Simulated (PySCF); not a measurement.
**Radial density of Er²⁸⁺ (erbium, charge +28)**

MN15, [Kr] 4d4, high-spin 5D determinant. Computed with PySCF 2.14 in an even-tempered Gaussian basis (18 s from 2.2 bohr⁻², ratio 2.5; 12 p from 2.8 bohr⁻², ratio 2.5; 9 d from 2.8 bohr⁻², ratio 2.5; 4 f from 13 bohr⁻², ratio 2.7; 3 g from 19 bohr⁻², ratio 2.7), with the non-relativistic Hamiltonian (point nucleus).

```tsv
r (bohr)	4πr²ρ (e/bohr)	4πr²(ρα − ρβ)
0.000358	0.3485	0.0000
0.000602	0.9531	0.0000
0.00101	2.547	0.0000
0.00170	6.548	-0.0001
0.00287	15.77	-0.0003
0.00482	34.11	-0.0007
0.00811	61.73	-0.0015
0.0136	84.55	-0.0031
0.0229	82.54	0.0013
0.0386	86.70	0.1225
0.0649	117.8	1.1149
0.109	94.43	3.6673
0.184	104.1	1.8620
0.309	43.60	3.1187
0.520	33.46	9.9221
0.874	2.415	0.8644
1.47	0.005207	0.0025
```

A non-relativistic calculation at this Z misses sizeable relativistic shifts. Spin-orbit coupling is strong in this species (close to jj coupling), so the high-spin LS determinant is a model state, not a physical level.

(1) Where is the radial spin density 4πr²(ρα − ρβ) most negative, and why is it negative at all?

## Answers

(1) Around r = 0.0136 bohr, down to -0.0031 e/bohr: exchange with the open shell polarises the paired shells in an unrestricted calculation.
